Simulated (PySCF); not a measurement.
Spectrum to structure. Theory: TDDFT CAM-B3LYP/def2-SVPD, vertical, gas phase, core orbitals frozen in the response in PySCF 2.14.0, density-fitted response routines. Geometries: PBE0-D3(BJ)/def2-SVP, one conformer each. Relativistic effects are left out although some hold elements past zinc.

| state | λ (nm) | f |
| --- | --- | --- |
| S1 | 223.6 | 0.022 |
| S2 | 222.3 | 0.0047 |
| S3 | 197.2 | 0.011 |
| S4 | 186.1 | 0.022 |
| S5 | 177.0 | 0.012 |
| S6 | 173.5 | 0.091 |
| S7 | 169.8 | 0.0060 |
| S8 | 167.6 | 0.011 |
| S9 | 166.6 | 0.022 |
| S10 | 164.4 | 0.010 |

Triplets computed (Tamm–Dancoff): 5.14, 5.26, 6.09, 6.34 eV.

Orbital energies (eV): HOMO-3 -10.70, HOMO-2 -10.48, HOMO-1 -9.74, HOMO -8.25, LUMO 0.49, LUMO+1 0.73, LUMO+2 0.96.

Question: Which candidate is it?
A. `FC[SiH2][Se][SiH3]`
B. `FC(F)(F)CC`
C. `FC1C=C1`

Answer: A. Its S1, at 5.55 eV, is the lowest among the candidates; the nearest of the others has S1 at 6.28 eV. S1 is HOMO→LUMO (82%), HOMO→LUMO+1 (12%). Löwdin shares by element: HOMO selenium 72%, silicon 18%; LUMO selenium 36%, silicon 33%, hydrogen 6% or more (atoms not listed hold the other 25%). At the same level the other candidates give, for their lowest levels:
- `FC1C=C1`: 197 nm (f 0.001); 176 nm (f 0.046); 159 nm (f 0.056); 147 nm (f 0.039); 145 nm (f 0.000); T1 4.71 eV; HOMO -9.89, LUMO 0.72 eV
- `CCC(F)(F)F`: 127 nm (f 0.001); 125 nm (f 0.007); 117 nm (f 0.010); 115 nm (f 0.119); 114 nm (f 0.103); T1 9.49 eV; HOMO -11.86, LUMO 1.22 eV

Conformer computed: `[F:1][CH2:2][SiH2:3][Se:4][SiH3:5]`: F1–C2–Si3–Se4 -62°, C2–Si3–Se4–Si5 55°.

Without π bonds the low states are Rydberg-like; a valence basis with one diffuse set may place them up to an eV too high.
